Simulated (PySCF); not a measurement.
In(Br)(OH)(OMe) (CH₄BrInO₂), SMILES C[O][In]([OH])[Br].

The structure is a stationary point at PBE0-D3(BJ)/def2-SVP. The structure was generated by enumeration; whether it is a known compound was not checked. The def2 effective core potentials stand for the cores of In; spin–orbit coupling is left out. Other conformers were not sampled.

Level of theory: PBE/def2-TZVP run with PySCF.

Isolated molecule, no solvent.

| Quantity | Value |
|---|---|
| total energy | -2954.80899 hartree |
| point group | Cs |
| highest occupied level | -6.44 eV |
| lowest empty level | -3.25 eV |
| orbital gap | 3.19 eV |
| dipole moment | 1.14 D |
| quadrupole, principal values (traceless, Buckingham form, about the centre of nuclear charge) | -7.62, 3.46, 4.16 D·Å |
| mean static polarisability | 80.4 bohr³ (11.91 Å³) |
| polarisability, principal values | 55.2, 77.1, 108.8 bohr³ |
